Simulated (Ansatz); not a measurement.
Ansatz results at the PBE0-D4/def2-TZVP geometry: size of the dipole moment (B3LYP/def2-TZVPP) 0.60 D; size of the dipole moment (PBE/def2-TZVPP) 0.65 D; size of the dipole moment (ωB97M-V/def2-TZVPP) 0.54 D.

Which molecule gave them?
A. `[CH3][SnH][NH2]`•
B. `C[CH2][Mg]`•
C. `[CH2][InH][CH3]`•
D. `CO[Si](F)[SeH]`•

C. The others give `C[CH2][Mg]`•: 0.55, 0.35, 0.90; `CO[Si](F)[SeH]`•: 2.76, 2.61, 2.75; `[CH3][SnH][NH2]`•: 1.13, 1.06, 1.15.

B3LYP here is the variant with VWN-RPA as its local correlation; programs differ in this.
